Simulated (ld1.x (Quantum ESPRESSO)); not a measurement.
# sulfur (S): excitation energies, all-electron against TM

- Element: sulfur (S)
- Generator: ld1.x (Quantum ESPRESSO) 7.5
- Type: norm-conserving Troullier–Martins (Kleinman–Bylander form)
- Functional: LDA (PZ)
- Relativity: scalar-relativistic
- Frozen core: [Ne]
- Valence charge: 6
- Reference configuration: 3s1 3p5
- Partial waves: 3s (bound): rc 0.95 bohr; 3p (bound): rc 1.55 bohr; 3d channel at -0.05 Ry: rc 1.45 bohr
- Local potential: the d channel
- Core correction: a·sin(br)/r model core inside 0.75 bohr

Energies are relative to the spin-unpolarised reference configuration 3s1 3p5; without spin polarisation the order of configurations can differ from experiment. Spin-polarised rows fill each open shell by Hund’s rule, majority spin first. The frozen-core shift is the all-electron ΔE with the core orbitals held at their reference shape minus the fully relaxed ΔE.

```
   valence configuration  charge  ΔE all-electron (eV)  error AE − PS (meV)  frozen-core shift (meV)
                 3s2 3p4       0               -10.240                 -6.5                     +0.3
                 3s2 3p3      +1                 1.623                 -9.7                     +0.9
                 3s2 3p2      +2                23.996                  +18                     +8.4
                 3s2 3p1      +3                58.154                 +124                      +38
                 3s0 3p6       0                10.367                 -9.8                     +0.2
                 3s2 3p0      +4               105.137                 +388                     +118
                 3s1 3p4      +1                12.421                 +5.3                     +1.3
3s1 3p5 (spin-polarised)       0                -0.864                 +7.2                     +1.4
3s2 3p4 (spin-polarised)       0               -10.946                 +4.4                     +1.0
```

Levels in the configuration 3s2 3p4:

```csv
level,all-electron (eV),pseudo (eV)
3s,-17.284,-17.280
3p,-7.112,-7.120
```
